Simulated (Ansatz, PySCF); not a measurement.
Species: silylphosphine, sum formula SiPH5 (charge 0, singlet). 
Structure (B3LYP-D3(BJ)/def2-TZVP (Ansatz, a first-principles code) minimum search):
```
Si
H 1 1.4814
H 1 1.4814 2 109.01
H 1 1.4818 2 108.98 3 -118.83
P 1 2.2675 2 107.93 4 -124.18
H 5 1.4194 1 94.18 2 168.19
H 5 1.4194 6 93.73 1 94.47
```
Charge 0, spin multiplicity 1.

Dipole moments at this geometry, in debye (magnitudes).

```json
[
 {"level": "HF/def2-TZVPD", "program": "PySCF", "dipole (D)": "0.76"},
 {"level": "SVWN5/def2-TZVPD", "program": "Ansatz", "dipole (D)": "0.66"},
 {"level": "PBE/def2-TZVPD", "program": "Ansatz", "dipole (D)": "0.62"},
 {"level": "BLYP/def2-TZVPD", "program": "Ansatz", "dipole (D)": "0.56"},
 {"level": "revPBE/def2-TZVPD", "program": "Ansatz", "dipole (D)": "0.62"},
 {"level": "M06-L/def2-TZVPD", "program": "PySCF", "dipole (D)": "0.64"},
 {"level": "r2SCAN/def2-TZVPD", "program": "PySCF", "dipole (D)": "0.68"},
 {"level": "BHLYP/def2-TZVPD", "program": "Ansatz", "dipole (D)": "0.66"},
 {"level": "TPSSh/def2-TZVPD", "program": "PySCF", "dipole (D)": "0.65"},
 {"level": "r2SCANh/def2-TZVPD", "program": "Ansatz", "dipole (D)": "0.68"},
 {"level": "r2SCAN0/def2-TZVPD", "program": "Ansatz", "dipole (D)": "0.69"},
 {"level": "MN15/def2-TZVPD", "program": "PySCF", "dipole (D)": "0.62"},
 {"level": "wB97X-V/def2-TZVPD", "program": "Ansatz", "dipole (D)": "0.72"},
 {"level": "CCSD(T)/aug-cc-pV(D+d)Z", "program": "Ansatz", "dipole (D)": "0.61"}
]
```
